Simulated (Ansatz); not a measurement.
Geometry optimisation of Cu₈Te₄⁻.

```yaml
crystal:
  periodic: [false, false, false]
  atoms:
    - {symbol: Cu, position_ang: [-2.064680, -0.228840, -2.022150]}
    - {symbol: Cu, position_ang: [2.073820, 0.891980, 0.305020]}
    - {symbol: Cu, position_ang: [0.582000, -0.591850, 1.971550]}
    - {symbol: Cu, position_ang: [1.372720, -1.580080, -0.377020]}
    - {symbol: Cu, position_ang: [-0.336360, 1.709100, 1.031150]}
    - {symbol: Cu, position_ang: [-1.211770, -1.289470, 0.138720]}
    - {symbol: Cu, position_ang: [-2.456090, 0.916930, -0.014330]}
    - {symbol: Cu, position_ang: [0.328600, 0.492800, -1.737650]}
    - {symbol: Te, position_ang: [-1.844330, 0.034530, 2.303550]}
    - {symbol: Te, position_ang: [0.879070, 2.782760, -0.869250]}
    - {symbol: Te, position_ang: [-0.291560, -2.001650, -2.217680]}
    - {symbol: Te, position_ang: [2.968570, -1.136230, 1.488110]}
basis:
  gaussian: {orbitals: def2-SVP}
total_charge: -1
magnetization: {spin_polarized: true, initial_magnetization: 1}
hamiltonian: {xc: pbe, dispersion: d4}
scf: {lower_state_search: "off"}
output: {orbitals: {seedname: orbitals}}
relax: {f_tol: 0.03, max_steps: 70}
```

```sh
$ ansatz run in.yaml --threads 2 --pin off --events-out ev --progress --plain --max-ram 32768MiB --backend cuda --devices 0, --max-vram 18GiB
```

Output, abridged:

```
Functional definition: PBE
  name "PBE"
  cite "Perdew, Burke & Ernzerhof, Phys. Rev. Lett. 77, 3865 (1996) doi:10.1103/PhysRevLett.77.3865"
  parent pbe
  parameter kappa = 0.804
  parameter beta = 0.06672455060314922
  exchange = pbe_x(kappa = kappa, mu = beta*pi^2/3)
  correlation = pbe_c(beta = beta)
these checks for a lower state are left out or cut short: stability, starts, cluster_reference, orbital_swaps, neighbouring_geometries, increment
mean field -386214.65654040 eV, -14193.1268421630 hartree, gradient 5.0e-6 eV, S^2 0.753069; 0 other end points of the search recorded, 0 dependent functions left out
the calculation of the forces begins
relax step   1: F+E_penalty+E_count = -386216.45584118 eV  Δ(F+E_penalty+E_count) = +0.000e0 eV  max|allowed force component| = 7.184e-1 eV/Å  Δτ_max = 0.0000 Å  (33 SCF iters, accepted)
these checks for a lower state are left out or cut short: stability, starts, cluster_reference, orbital_swaps, neighbouring_geometries, increment
mean field -386214.99267058 eV, -14193.1391947193 hartree, gradient 1.6e-6 eV, S^2 0.753056; 0 other end points of the search recorded, 0 dependent functions left out
the calculation of the forces begins
relax step   2: F+E_penalty+E_count = -386216.80133550 eV  Δ(F+E_penalty+E_count) = -3.455e-1 eV  max|allowed force component| = 4.122e-1 eV/Å  Δτ_max = 0.1949 Å  (31 SCF iters, accepted)
these checks for a lower state are left out or cut short: stability, starts, cluster_reference, orbital_swaps, neighbouring_geometries, increment
mean field -386215.07250339 eV, -14193.1421285210 hartree, gradient 1.8e-6 eV, S^2 0.753008; 0 other end points of the search recorded, 0 dependent functions left out
the calculation of the forces begins
relax step   3: F+E_penalty+E_count = -386216.89659045 eV  Δ(F+E_penalty+E_count) = -9.525e-2 eV  max|allowed force component| = 1.525e-1 eV/Å  Δτ_max = 0.1916 Å  (31 SCF iters, accepted)
these checks for a lower state are left out or cut short: stability, starts, cluster_reference, orbital_swaps, neighbouring_geometries, increment
mean field -386215.09291164 eV, -14193.1428785103 hartree, gradient 1.4e-6 eV, S^2 0.752841; 0 other end points of the search recorded, 0 dependent functions left out
the calculation of the forces begins
relax step   4: F+E_penalty+E_count = -386216.91292658 eV  Δ(F+E_penalty+E_count) = -1.634e-2 eV  max|allowed force component| = 2.095e-1 eV/Å  Δτ_max = 0.2000 Å  (34 SCF iters, accepted)
these checks for a lower state are left out or cut short: stability, starts, cluster_reference, orbital_swaps, neighbouring_geometries, increment
mean field -386215.11424253 eV, -14193.1436624060 hartree, gradient 1.8e-6 eV, S^2 0.752887; 0 other end points of the search recorded, 0 dependent functions left out
the calculation of the forces begins
relax step   5: F+E_penalty+E_count = -386216.93441285 eV  Δ(F+E_penalty+E_count) = -2.149e-2 eV  max|allowed force component| = 6.796e-2 eV/Å  Δτ_max = 0.0837 Å  (30 SCF iters, accepted)
these checks for a lower state are left out or cut short: stability, starts, cluster_reference, orbital_swaps, neighbouring_geometries, increment
mean field -386215.11323029 eV, -14193.1436252068 hartree, gradient 1.6e-6 eV, S^2 0.752876; 0 other end points of the search recorded, 0 dependent functions left out
the calculation of the forces begins
relax step   6: F+E_penalty+E_count = -386216.93702845 eV  Δ(F+E_penalty+E_count) = -2.616e-3 eV  max|allowed force component| = 3.443e-2 eV/Å  Δτ_max = 0.0501 Å  (26 SCF iters, accepted)
these checks for a lower state are left out or cut short: stability, starts, cluster_reference, orbital_swaps, neighbouring_geometries, increment
mean field -386215.11304742 eV, -14193.1436184868 hartree, gradient 1.9e-6 eV, S^2 0.752871; 0 other end points of the search recorded, 0 dependent functions left out
the calculation of the forces begins
relax step   7: F+E_penalty+E_count = -386216.93721564 eV  Δ(F+E_penalty+E_count) = -1.872e-4 eV  max|allowed force component| = 4.208e-3 eV/Å  Δτ_max = 0.0057 Å  (26 SCF iters, accepted)
Total energy: -386216.93727157 eV, -14193.2106574877 hartree
Atom 0 at    -2.133198    -0.354524    -2.088832 Å, force    -0.002485    -0.001182    -0.003059 eV/Å
Atom 1 at     2.051624     0.880865     0.274483 Å, force    -0.000389     0.000971    -0.001193 eV/Å
Atom 2 at     0.585542    -0.600291     1.890209 Å, force     0.000689    -0.000028    -0.001407 eV/Å
Atom 3 at     1.340313    -1.484349    -0.384872 Å, force    -0.001548    -0.000157    -0.000336 eV/Å
Atom 4 at    -0.241558     1.588676     1.047305 Å, force    -0.001704    -0.001218     0.000710 eV/Å
Atom 5 at    -1.135470    -1.200636     0.112021 Å, force     0.000646     0.000206    -0.000489 eV/Å
Atom 6 at    -2.207051     1.019730    -0.196328 Å, force     0.000778     0.002448     0.004208 eV/Å
Atom 7 at     0.060244     0.500175    -1.359491 Å, force     0.000357     0.000248     0.000190 eV/Å
Atom 8 at    -1.900842     0.037306     2.269253 Å, force    -0.000569     0.000151    -0.000204 eV/Å
Atom 9 at     0.867893     2.863116    -0.818420 Å, force     0.001205    -0.001229    -0.000643 eV/Å
Atom 10 at    -0.311978    -2.113106    -2.218398 Å, force     0.003024     0.000006     0.001446 eV/Å
Atom 11 at     3.024471    -1.136982     1.473089 Å, force    -0.000002    -0.000215     0.000777 eV/Å
Dipole moment:    -0.509598    -0.051248    -0.121717 e Å
Checks for a lower state left out: stability, starts, cluster_reference, orbital_swaps, neighbouring_geometries, increment
```

Hardware: 2 threads of AMD EPYC 7R13 on a shared host and a share (18 GiB) of an NVIDIA H100 80GB HBM3. Wall time 40 s, peak host memory 1.1 GiB.

In the def2 sets Te takes a core potential; there is no spin–orbit coupling. Another isomer (doublet) lies 0.05 eV lower at PBE0-D4/def2-TZVP; other spin states weren't run for this one.
